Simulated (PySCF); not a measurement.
## Ionisation energy of Hg by level of theory

Hg [Xe] 4f14 5d10 6s2 (1S) → Hg+ [Xe] 4f14 5d10 6s1 (2S), as a difference of total energies. Calculation: PySCF 2.14, in aug-cc-pVDZ-PP with ECP60MDF (5s5p4d2f, 54 functions); a scalar-relativistic core potential. Correlated levels: valence: 5s2 5p6 frozen. The calculations carry no spin-orbit coupling.

```csv
method,ionisation energy (eV),error (eV)
UHF,8.541,-1.897
B3LYP,10.469,+0.031
PBE,10.514,+0.076
MP2 (valence),10.365,-0.073
SCS-MP2 (valence),10.307,-0.131
```

Reference: 10.438 eV (measured; NIST Atomic Spectra Database, ionization energies).

Errors of the correlated levels include the incompleteness of this basis and the frozen core.
